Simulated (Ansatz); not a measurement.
F3MoO, charge +1, singlet, geometry from GFN2-xTB (such geometries of metal compounds can be far from the true shape) (the multiplicity is a formal guess) (core potentials on Mo); Ansatz (a quantum-chemistry and plane-wave program) with LC-WPBE/def2-SVP.

Here is a job for Ansatz.
Ansatz 0.2 input:
```yaml
crystal:
  periodic: [false, false, false]
  atoms:
    - {symbol: Mo, position_ang: [0.01006139, 0.00517343, -0.01163612]}
    - {symbol: O, position_ang: [1.01424878, 0.52151308, -1.17299113]}
    - {symbol: F, position_ang: [0.93727045, -0.85236730, 1.14277906]}
    - {symbol: F, position_ang: [-1.15666306, -1.01318589, -0.73927993]}
    - {symbol: F, position_ang: [-0.72911503, 1.37784332, 0.69346157]}
basis:
  gaussian:
    orbitals: def2-SVP
hamiltonian:
  xc: lc_wpbe
total_charge: 1
```

Question: Predict the main parts of the log of this Ansatz run.

Answer: 
```
Functional definition: LC-wPBE
890 factors; their error is unknown
225 factors; integrals over basis functions are off by at most 1.7e-5 eV
mean field evaluation 1: about -12014.5040 eV, gradient 1.1e2 eV
mean field evaluation 2: about -11925.8578 eV, gradient 2.5e2 eV
mean field evaluation 4: about -12034.1570 eV, gradient 1.8e1 eV
mean field evaluation 8: about -12034.6443 eV, gradient 1.9e-1 eV
mean field evaluation 16: about -12034.6444 eV, gradient 2.5e-5 eV
mean field -12034.64437079 eV, -442.2650232517 hartree, gradient 2.5e-5 eV, S^2 0.000000; 0 other end points of the search recorded, 0 dependent functions left out
reference -12034.64437081 eV, -442.2650232522 hartree; 24, 24 occupied and 63, 63 virtual orbitals, 890 factors
Total energy: -12034.64437081 eV, -442.2650232522 hartree
```
